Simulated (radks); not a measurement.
Results of a calculation; reference values are marked as such.
Dynamic dipole polarisability and lines of the niobium ion Nb23+, [Ar]. Code: a radial shooting solver on a logarithmic mesh with Libxc functionals. Model: non-relativistic Kohn-Sham, LDA (Slater exchange, VWN5 correlation), spin-polarised, spherical densities, point nucleus. Time-dependent linear response with the Hartree and adiabatic LDA kernel, continuum included through the Sternheimer equations. Lines are the poles of the dipole polarisability below minus the highest occupied eigenvalue, found on a grid refined at the orbital gaps; the lowest seven at most are given, and weak or close lines can be missed. The first line takes the name of the lowest orbital gap if no other gap lies below it; otherwise a line is named after a gap within 0.6 % of it, if that gap stands alone.

photon energy (eV),alpha (bohr^3)
0,0.05334
56.460,0.06117
169.38,-0.1209
282.30,-0.006438
395.22,0.005582
508.14,0.01914
621.06,-0.3471
733.98,-0.007469
846.91,-0.01102
959.83,-0.003716
1072.7,-0.009444

Lines (eV, oscillator strength): 145.83 (8.502 nm, 3p-3d), f = 1.30; 544.61 (2.277 nm, 3p-4s), f = 0.275; 617.92 (2.006 nm, 3p-4d), f = 1.90; 643.61 (1.926 nm, 3s-4p), f = 0.563; 786.99 (1.575 nm, 3p-5s), f = 0.0658; 822.46 (1.507 nm, 3p-5d), f = 0.587; 871.41 (1.423 nm, 3s-5p), f = 0.156. Higher lines, where found, are left out when the end of the mesh affects them. Those listed give 96 % of the static polarisability (sum of f/w^2). Orbital energy gaps for comparison: 3p-3d 113.74 eV; 3p-4s 543.55 eV; 3p-4d 616.58 eV; 3s-4p 642.86 eV; 3p-5s 786.65 eV.
